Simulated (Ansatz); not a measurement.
One change: `N[BH][SnH3]` becomes `NBN`.

Ansatz, PBE0-D4/def2-TZVP geometries, multiplicity 1. Each molecule was computed in one conformer, which needn't be the lowest.

Elements past krypton have def2 core potentials.

| property | `N[BH][SnH3]` |
| --- | --- |
| HOMO energy (ωB97M-V/def2-TZVPP) / eV | -9.60 |
| HOMO–LUMO gap (PBE/def2-TZVPP) / eV | 4.83 |
| size of the dipole moment (ωB97M-V/def2-TZVPP) / D | 2.92 |
| LUMO energy (B3LYP/def2-TZVPP) / eV | -0.83 |
| size of the dipole moment (B3LYP/def2-TZVPP) / D | 2.93 |
| HOMO energy (PBE0/def2-TZVPP) / eV | -7.50 |

(1) Give the same properties after the change, and the shifts. (Best estimate.)

Results:

(1) Computed: 
```json
{"property": "HOMO energy (ωB97M-V/def2-TZVPP) / eV", "`NBN`": "-9.24", "shift": "0.36"}
{"property": "HOMO–LUMO gap (PBE/def2-TZVPP) / eV", "`NBN`": "5.78", "shift": "0.95"}
{"property": "size of the dipole moment (ωB97M-V/def2-TZVPP) / D", "`NBN`": "1.38", "shift": "-1.54"}
{"property": "LUMO energy (B3LYP/def2-TZVPP) / eV", "`NBN`": "0.73", "shift": "1.56"}
{"property": "size of the dipole moment (B3LYP/def2-TZVPP) / D", "`NBN`": "1.36", "shift": "-1.57"}
{"property": "HOMO energy (PBE0/def2-TZVPP) / eV", "`NBN`": "-6.88", "shift": "0.62"}
```

With PBE0 the HOMO rises by 0.62 eV and the LUMO rises by 1.73 eV, so the gap widens by about 1.11 eV. PBE moves the HOMO by 0.89 eV and ωB97M-V by 0.36 eV. The zero-point energy changes by 16.9 kJ/mol with -3 modes. Dipoles are sizes alone; their direction can turn.

B3LYP here is the variant with VWN-RPA as its local correlation; programs differ in this.
